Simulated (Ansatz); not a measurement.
A run for Ansatz (a program for electronic structure): U-CCSD(T)/cc-pVDZ on OH (SMILES [OH]), 2S+1 = 2, a point of a bond scan (R = 1.270 Å).

Ansatz 0.2 input:
```yaml
crystal:
  periodic: [false, false, false]
  atoms:
    - {symbol: O, position_ang: [-0.00000000, -0.00000000, -0.10852476]}
    - {symbol: H, position_ang: [0.00000000, 0.00000000, 1.16121491]}
basis:
  gaussian:
    orbitals: cc-pVDZ
magnetization: {spin_polarized: true, initial_magnetization: 1}
correlation: {method: ccsd_t, electrons: all}
scf: {omitted_lower_state_checks: [cluster_reference]}
```

The head of its log:

```
Functional definition: HF
[...]
these checks for a lower state are left out or cut short: cluster_reference
integrals: 0.00 GiB planned
176 factors; integrals over basis functions are off by at most 8.2e-4 eV
mean field: 0.04 GiB planned
mean field evaluation 1: about -2049.4476 eV, gradient 1.1e1 eV
mean field evaluation 2: about -2049.4477 eV, gradient 1.1e1 eV
mean field evaluation 4: about -2050.1102 eV, gradient 1.3e0 eV
mean field evaluation 8: about -2050.1482 eV, gradient 1.1e-1 eV
mean field evaluation 16: about -2049.1416 eV, gradient 1.4e1 eV
mean field -2050.14938296 eV, -75.3416001828 hartree, gradient 4.5e-7 eV, S^2 0.817091; 2 other end points of the search recorded, 0 dependent functions left out
reference -2050.14938296 eV, -75.3416001828 hartree; 5, 4 occupied and 14, 15 virtual orbitals, 176 factors
```

Task: Predict the final total energy.

Result: -75.5213 hartree (reference determinant -75.3416, T1 diagnostic 0.026).
